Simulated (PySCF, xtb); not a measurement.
C₂H₆BF, SMILES FBCC. The values are those of a single conformer.

Harmonic wavenumbers (cm⁻¹) from GFN2-xTB (xtb) at its own minimum, in rising order: 47, 203, 241, 418, 518, 799, 884, 979, 1039, 1057, 1097, 1222, 1245, 1336, 1416, 1452, 1507, 1509, 2612, 2936, 2962, 3028, 3041, 3046.

Task: What does r2SCAN-D4/def2-SVP in PySCF give at its own minimum? (The exact figures need the calculation; the answer reports its results.)

Result: 44, 206, 239, 429, 516, 848, 895, 1007, 1046, 1065, 1118, 1242, 1242, 1387, 1400, 1406, 1476, 1481, 2575, 2990, 3033, 3056, 3125, 3127. Paired by order, the mean absolute difference is 29 cm⁻¹ and the zero-point energies are 49.5 and 50.0 kcal/mol.
